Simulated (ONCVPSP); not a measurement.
**What one change does to a pseudopotential (As, ONCV)**

| Item | Value |
| --- | --- |
| Element | As (Z = 33) |
| Generator | ONCVPSP 4.0.1 |
| Type | optimised norm-conserving Vanderbilt (ONCV) |
| Functional | PBE |
| Relativity | fully relativistic |
| Frozen core | [Ne] |
| Valence charge | 23 |
| Reference configuration | 3s2 3p6 3d10 4s2 4p2.5 (charge +0.5) |
| Partial waves | 3s+4s: rc 1.10 bohr, ncon 4, nbas 8, qcut 13.9 1/bohr, 2 projectors; 3p+4p: rc 1.00 bohr, ncon 4, nbas 7, qcut 12.3 1/bohr, 2 projectors; 3d: rc 1.00 bohr, ncon 4, nbas 9, qcut 17.2 1/bohr, 2 projectors, debl 3 Ha |
| Local potential | polynomial inside 0.75 bohr (lpopt 4, dvloc0 6 Ha) |
| Core correction | Teter function, fcfact 5, rcfact 1.35 |

Open shells are filled in proportion to 2j + 1.

All-electron outer shells of the reference configuration (PBE, scalar-relativistic, ld1.x):

| shell | level (eV) | outermost node (bohr) | outermost maximum (bohr) |
| --- | --- | --- | --- |
| 2s | -1491.40 | 0.06 | 0.17 |
| 2p | -1308.30 | – | 0.14 |
| 3s | -194.93 | 0.25 | 0.52 |
| 3p | -138.31 | 0.22 | 0.52 |
| 3d | -45.27 | – | 0.47 |
| 4s | -18.74 | 0.73 | 1.61 |
| 4p | -9.09 | 0.78 | 1.95 |

Change: all radii but the core radius scaled by about 0.78 (s 0.86, p 0.78, d 0.78 bohr); local potential polynomial inside 0.58 bohr (lpopt 4, dvloc0 6 Ha).

Cutoffs: the cutoffs (Ha) at which the residual kinetic energy of the hardest occupied pseudo-wave falls to 1 and 0.1 mHa per electron; they do not see the model core or the augmentation charge, which bear on the density cutoff. Errors are all-electron minus pseudo energies relative to the spin-unpolarised reference configuration.

Task: Predict the effect on cutoff, ghosts and configuration errors.

Result: The potential gets harder (113 Ha and 125 Ha → 136 Ha and 252 Ha); of the 4 tests that both files solve, the error grows in 1 and shrinks in 1 by more than 15 % and 0.3 meV (median size 0.5 → 1.3 meV); neither file shows a bound ghost. A smaller radius makes the pseudo-wave follow the all-electron one further in, where it bends more sharply, so more plane waves are needed.

| quantity | base | changed |
| --- | --- | --- |
| cutoff, loose | 113 Ha | 136 Ha |
| cutoff, tight | 125 Ha | 252 Ha |
| loose cutoff by channel | s 55 Ha, p 62 Ha, d 113 Ha | s 76 Ha, p 64 Ha, d 136 Ha |
| bound ghosts | none | none |
| GHOST(+) flags under 300 eV | none | none |
| error for 3s2 3p6 3d10 4s2 4p3, meV [ΔE -3.56 eV] | -0.2 | -0.4 |
| error for 3s2 3p6 3d10 4s2 4p2, meV [ΔE 5.60 eV] | +0.2 | +0.5 |
| error for 3s2 3p6 3d10 4s2 4p1, meV [ΔE 23.52 eV] | +0.9 | +2.1 |
| error for 3s2 3p6 3d9 4s2 4p3, meV [ΔE 47.27 eV] | +101 | +42 |
| rms error of d²Exc/dni dnj with the model core, mHa | 6.37 | 6.77 |
